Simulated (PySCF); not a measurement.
Input file for PySCF: R-HF/STO-3G on CH4OTe (SMILES CO[TeH]), a point of a torsion scan.

```python
from pyscf import gto, scf, dft, mp
from pyscf.data.elements import chemcore

mol = gto.M(
    atom='''
    C    -0.76316448   -0.28229179   -0.02516637
    O    -1.35216433    0.97981123    0.14808670
    Te   -1.54525582    2.24778381   -1.38226014
    H     0.27772058   -0.26605248    0.30992251
    H    -0.80579766   -0.64382487   -1.05263902
    H    -1.31862600   -0.97799489    0.60850001
    H    -2.96115846    1.57141562   -1.89465827
    ''',
    basis='sto-3g',
    charge=0, spin=0, verbose=3, max_memory=1800)
mf = scf.RHF(mol)
mf.conv_tol = 1e-8
mf.max_cycle = 100
mf.kernel()
if not mf.converged:
    mf = mf.newton().run(mf.mo_coeff, mf.mo_occ)
```

Program output:

```
converged SCF energy = -6660.66024814763
```

Self-consistency was reached.

Cost: very roughly 0.6 core-seconds.
